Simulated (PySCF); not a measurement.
H₂I₂O₂Si, SMILES I[Si](O)(I)O. The structure is a stationary point at PBE0-D3(BJ)/def2-SVP. The structure was generated by enumeration, and PubChem lists no compound with its InChIKey, so it may never have been made. The def2 effective core potentials stand for the cores of I; spin–orbit coupling is left out. Other conformers were not sampled.

Question: Give the equilibrium geometry at PBE0-D3(BJ)/def2-SVP (PySCF confirms it by a frequency run) as a Z-matrix, and its point group. (The exact figures need the calculation; the answer reports its results.)

Answer: Several could match; the one computed here: point group C2.
```
Si
O 1 1.6460
H 2 0.9641 1 116.28
O 1 1.6460 2 113.82 3 74.57
H 4 0.9641 1 116.28 2 74.57
I 1 2.4309 2 110.28 3 -43.15
I 1 2.4309 2 105.02 3 -164.72
```
